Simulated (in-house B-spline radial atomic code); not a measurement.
Values are calculated unless marked as measured or tabulated.
## Cd in an electron gas of r_s = 1.65: phase shifts, screening and friction

A nucleus sits in a uniform electron gas with a rigid positive background. The Kohn-Sham equations are solved self-consistently in the spin-unpolarised LDA (PW92), non-relativistic, on B-splines with outgoing waves at the boundary and partial waves to l = 8. The model has no lattice, no bands and no magnetic solution. Atomic units; δ_l are the phase shifts at the Fermi level, counted so that each bound state adds π, and good to about 0.0005.

The density parameter is r_s = 1.65 bohr.

```
l  δ_l (rad)
0    12.2754
1     9.7779
2     6.3217
3     0.2336
4     0.0432
5     0.0099
6     0.0025
7     0.0006
8     0.0002
```

Bound levels below the band bottom (hartree): d -14.25, s -3.238, p -2.042, d -0.1399, s -0.006882 and deeper ones.

(1) Check the Friedel sum rule, and say where the screening charge sits.

(2) Find the transport cross section and the electronic stopping of a 5 keV Cd ion (mass 112.41 u).

Answers

(1) k_F = (9π/4)^(1/3)/r_s = 1.16313. The rule is Z = (2/π) Σ (2l + 1) δ_l. The terms are s 7.815, p 18.674, d 20.123, f 1.041 and 0.345 beyond, in all 47.998 against Z = 48. Bound states hold 10 s, 18 p, 20 d electrons, so the scattering states carry 0.00 in all; where a term is smaller than its bound count, the bound level has drawn weight out of the band.

(2) σ_tr = (4π/k_F²) Σ (l + 1) sin²(δ_l − δ_(l+1)). The terms for l = 0 to 3 are 0.3606, 0.1915, 0.1127, 0.1433, all together 0.8140, so σ_tr = 9.289 × 0.8140 = 7.561 bohr². With n = 3/(4π r_s³) = 0.05314, the friction coefficient is Q = n k_F σ_tr = 0.4674. For v well below v_F = 1.163, dE/dx = Q v; with 24801 eV per u at v = 1, v = √(5000/(24801 × 112.41)) = 0.0423, so dE/dx = 0.01979 hartree/bohr = 10.2 eV/nm. The largest term couples the s and p waves.
